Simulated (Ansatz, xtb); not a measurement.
# Two isomers of C4H5FO2

Structure a is `O=C[C@@H]1C[C@H](F)O1`, a singlet and structure b is `O=C[C@@H]1C[C@@H](F)O1`, a singlet. Both are isolated molecules in the gas phase, relaxed with B3LYP-D3(BJ)/def2-SVP; the shapes shown needn't be the lowest conformers.

a (Å):

```xyz
12

C    -0.1184    0.0120   -1.6690
C     0.0387   -0.9289   -0.4911
C    -1.2604   -1.6581   -0.0620
C    -1.1246   -0.8122    1.2081
F    -2.1086    0.1291    1.3366
O     0.1493   -0.2971   -2.8004
O     0.0826   -0.2371    0.7721
H    -0.5397    1.0152   -1.3950
H     0.9143   -1.5788   -0.6491
H    -2.1614   -1.4271   -0.6466
H    -1.1592   -2.7427    0.0686
H    -1.0276   -1.3168    2.1847
```

b (Å):

```xyz
12

C    -0.5228    0.1820   -1.7210
C    -0.5654   -0.0659   -0.2270
C    -0.0221   -1.4120    0.2714
C    -1.4723   -1.6564    0.7053
F    -1.6316   -1.7218    2.0599
O     0.3419   -0.2363   -2.4460
O    -1.9034   -0.4108    0.1981
H    -1.3808    0.7954   -2.1013
H    -0.1891    0.8382    0.2905
H     0.6754   -1.3645    1.1166
H     0.3720   -2.0616   -0.5209
H    -2.0305   -2.5034    0.2695
```

Quicker runs give these differences E(b) − E(a): GFN2-xTB +1.24 kJ/mol; HF/STO-3G +0.43 kJ/mol (at GFN2-xTB geometries); r2SCAN-D4/def2-SVP +1.55 kJ/mol (at GFN2-xTB geometries).

Question: Estimate E(b) − E(a) at the level CCSD(T)/def2-SVP + ΔMP2/def2-TZVPP.

Answer: CCSD(T)/def2-SVP + ΔMP2/def2-TZVPP gives E(b) − E(a) = +1.20 kJ/mol, slightly favouring structure a, which is too small a margin to settle the true order.

Level by level:

| level | geometry | E(b) − E(a) (kJ/mol) | departure from the last row (kJ/mol) | job, with rough time for the two |
| --- | --- | --- | --- | --- |
| GFN2-xTB | GFN2-xTB | +1.24 | +0.04 | optimisation, 0.63 s |
| HF/STO-3G | GFN2-xTB | +0.43 | −0.77 | single point, 1.1 s |
| r2SCAN-D4/def2-SVP | GFN2-xTB | +1.55 | +0.35 | single point, 8.7 s |
| B3LYP-D3(BJ)/def2-SVP | B3LYP-D3(BJ)/def2-SVP | +1.09 | −0.12 | optimisation, 5.6 min |
| HF/def2-SVP | B3LYP-D3(BJ)/def2-SVP | +0.86 | −0.34 | part of the CCSD(T) run |
| MP2/def2-SVP | B3LYP-D3(BJ)/def2-SVP | +1.14 | −0.06 | part of the CCSD(T) run |
| CCSD(T)/def2-SVP | B3LYP-D3(BJ)/def2-SVP | +0.89 | −0.31 | single point |
| CCSD(T)/def2-SVP + ΔMP2/def2-TZVPP | B3LYP-D3(BJ)/def2-SVP | +1.20 |  | single point, 2.6 min |

As drawn, both hold the same kinds of bond in the same numbers.

The largest departure from CCSD(T)/def2-SVP + ΔMP2/def2-TZVPP is that of HF/STO-3G, 0.77 kJ/mol. The last row adds to CCSD(T) the change of the MP2 difference between the two basis sets, here +0.31 kJ/mol.

With thermal terms from frequencies at re-optimised GFN2-xTB minima (ideal gas, soft modes damped towards free rotors, one conformer each, 298.15 K, 1 atm): the zero-point term adds −0.70 kJ/mol; ΔH is +0.72 and ΔG +0.52 kJ/mol.

The correlated steps freeze 7 core orbitals. Run with Ansatz 0.2.0, xtb 6.7.1; the last row on 2 threads of Intel(R) Xeon(R) Processor @ 2.50GHz (Skylake/Cascade Lake) on a shared host.
